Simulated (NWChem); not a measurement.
Species: borohydride (BH4 anion); SMILES [BH4-]

Q: Give the equilibrium geometry at B3LYP/def2-SVPD (NWChem) as a list of bonds and angles, with the point group.

A: point group Td; any orientation.
Bonded distances (Å): B1–H2 1.246, B1–H3 1.246, B1–H4 1.246, B1–H5 1.246. Angles (°): H2–B1–H3 109.4, H2–B1–H4 109.5, H2–B1–H5 109.5, H3–B1–H4 109.5, H3–B1–H5 109.5, H4–B1–H5 109.4.
